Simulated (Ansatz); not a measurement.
`C[O][Hf]([SH])([Cl])[Cl]`, charge 0, multiplicity 1.

Task: Give a relaxed structure at PBE0-D4/def2-TZVP (Ansatz). (Best estimate.)

Result: Computed: 
Cartesian coordinates in Å:
```
C 1.245 -1.195 -0.712
O 0.293 -0.264 -0.291
Hf -1.006 1.043 0.058
S -1.353 1.037 2.475
Cl -0.237 3.144 -0.648
Cl -3.002 0.505 -1.051
H 2.073 -0.684 -1.210
H 1.633 -1.743 0.150
H 0.792 -1.905 -1.409
H -0.440 0.062 2.639
```
Point group Cs.
This is one stationary point; other conformers may exist.
